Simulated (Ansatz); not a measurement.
## A substitution series on Si: OH to F

On one Si centre that keeps NH2, n of the OH ligands are replaced by F. The HOMO–LUMO gap y in eV at wB97M-V/def2-TZVPP. Shapes, held fixed at every level: PBE0-D4/def2-TZVP. Flexible molecules stand in one conformer, not always the lowest. Programs: Ansatz 0.2.0.

| molecule | n | y (eV) |
| --- | --- | --- |
| Si(NH2)(OH)3 | 0 | 12.03 |
| Si(NH2)(OH)2F | 1 | 12.40 |
| Si(NH2)(OH)F2 | 2 | ? |
| Si(NH2)F3 | 3 | 13.01 |

Question: Fit y = c + s·n to the known rows and predict Si(NH2)(OH)F2.

Answer: 
1. Means of the 3 rows: n = 1.33333, y = 12.480.
2. Σ(Δn)² = 4.6667, Σ(Δn·Δy) = 1.51, so the slope is 1.51/4.6667 = 0.32357.
3. Intercept: 12.480 − (0.32357) × 1.33333 = 12.049. The largest residual of the fit is 0.027.
4. Si(NH2)(OH)F2: 12.049 + (0.32357) × 2 = 12.70 eV.

The run gave 12.67 eV, so the prediction is off by +0.03 eV, about the scatter of the fit. The steps per swap are +0.37, +0.27, +0.34 eV. Other levels give for Si(NH2)(OH)F2: PBE-D4/def2-TZVPP 6.36; r2SCAN-D4/def2-TZVPP 7.44; wB97X-V/def2-TZVPP 13.25 eV. Orbital gaps aren't excitation energies, and the LUMO depends on the basis.
